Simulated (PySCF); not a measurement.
# Electron correlation in Ca (calcium, neutral)

Starting occupation: [Ar] 3d1 4s1, 3d5/2 with m_j = +5/2, 4s1/2 with m_j = +1/2. Computed with PySCF 2.14 in x2c-SVPall-2c with one added diffuse shell of s type (6s5p2d, 31 functions), with X2C-1e with screened-nucleus spin-orbit coupling, Gaussian nucleus. Frozen: [Ne]; 10 electrons correlated; the 6 highest virtual spinors left out.

MP2 pair energies summed by pair of shells (mhartree):

| pair | energy | share (%) |
| --- | --- | --- |
| 3p-3p | -89.27 | 82.0 |
| 3p-4s | -7.61 | 7.0 |
| 3d-3p | -3.84 | 3.5 |
| 3p-3s | -3.29 | 3.0 |
| 3s-3s | -2.90 | 2.7 |
| 3d-4s | -0.99 | 0.9 |
| 3d-3s | -0.85 | 0.8 |
| 3s-4s | -0.15 | 0.1 |

Total MP2 correlation energy: -108.91 mhartree.

The GHF reference relaxed away from the jj start to a determinant that is no pure jj level (⟨S²⟩ = 2.00, ⟨J²⟩ = 12.00); the energies belong to that determinant.

This basis was not built for core-valence correlation, so the inner-shell part is incomplete.
